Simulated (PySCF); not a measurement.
UHF on Ga²⁺ (gallium, charge +2)

Configuration: [Ar] 3d9 4s1 4p1, one real determinant (an excited configuration). Calculation: PySCF 2.14, in x2c-TZVPPall with one added diffuse shell each of s, p, d type (7s6p5d1f, 57 functions); the spin-free X2C one-electron Hamiltonian (Gaussian nucleus).

```
Total energy                                                  : -1940.492165 hartree
One-electron energy                                           : -2673.6477 hartree
Hartree (Coulomb) energy                                      : 806.9124 hartree
Exchange energy                                               : -73.7569 hartree
⟨S²⟩                                                          : 3.7503
⟨L²⟩                                                          : 8.029
Sum of ⟨r⟩                                                    : 18.12 bohr
Sum of ⟨r²⟩                                                   : 21.78 bohr²
Traceless quadrupole moment −½Σ⟨3z² − r²⟩ along its main axis : -2.66 e·bohr²
Langevin diamagnetic susceptibility                           : -17.3 ×10⁻⁶ cm³/mol
```

```
shell  electrons  mean orbital energy (eV)  spread (eV)  rms radius, mean of both spins (bohr)
 1s α          1                  -10474.3            0                                 0.0560
 1s β          1                  -10474.0            0                                 0.0560
 2s α          1                   -1375.7            0                                  0.235
 2s β          1                   -1374.1            0                                  0.235
 2p α          3                   -1197.5        1.645                                  0.211
 2p β          3                   -1196.0        0.196                                  0.211
 3s α          1                   -212.47            0                                  0.692
 3s β          1                   -208.42            0                                  0.692
 3p α          3                   -156.25        2.950                                  0.727
 3p β          3                   -151.85        2.420                                  0.727
 3d α          5                   -64.112        2.986                                  0.838
 3d β          4                   -61.941        1.460                                  0.838
 4s α          1                   -35.185            0                                   2.16
 4p α          1                   -25.874            0                                   2.51
```

⟨L²⟩ = 8.03 against 12 for a pure F term, so this real determinant mixes terms.

Densities and radii are taken from the X2C orbitals without a picture-change correction, which distorts them close to the nucleus.

Spin-orbit constants ζ (cm⁻¹) from the X2C one-electron operator on these orbitals: bare nucleus, nucleus screened by l(l+1)(2l+1)/3 electrons, and screened by the Breit-Pauli mean field of the electrons.

```csv
shell,bare,screened nucleus,mean field
2p,154000,144100,139500
3p,20840,19490,18770
3d,2237,1515,1394
4p,1454,1360,1302
```

To first order the Landé constant is A = -165.1 cm⁻¹, so the lowest level has J = 9/2 and lies 0.0921 eV below the centre of the term. This holds in LS coupling only.
